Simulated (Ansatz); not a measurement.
Consider the cleavage of the Si–Si bond: `O[SiH](O)[SiH2][SiH3]` + `N[SiH](F)F` → `O[SiH](O)N[SiH](F)F` + `[SiH3][SiH3]`.

Gas-phase electronic energies from Ansatz, PBE0-D4/def2-TZVP geometries. CCSD(T)/CBS is the MP2 limit (def2-TZVPP, def2-QZVPP) plus CCSD(T) − MP2 in def2-TZVPP, frozen cores. This one scheme is used for every species. Each species was taken in one conformer, which may not be the lowest.

```
                species  CCSD(T)/CBS(def2) energy (Eh)
`O[SiH](O)[SiH2][SiH3]`                    -1022.48921
           `N[SiH](F)F`                     -545.34917
  `O[SiH](O)N[SiH](F)F`                     -986.12751
         `[SiH3][SiH3]`                     -581.74359
```

(1) Work out ΔE.

Largest T1 diagnostic among the species: 0.013.

## Answers

(1) ΔE = (-986.12751) + (-581.74359) − (-1022.48921) − (-545.34917) = -0.03272 Eh = -85.9 kJ/mol.

In def2-TZVPP, CCSD(T) changes the Hartree–Fock value by +14.7 kJ/mol (the triples alone add +2.4 kJ/mol) and MP2 by +11.0 kJ/mol. From PBE to PBE0 (25 % exact exchange), in def2-TZVPP and without D4, ΔE moves by −8.7 kJ/mol.
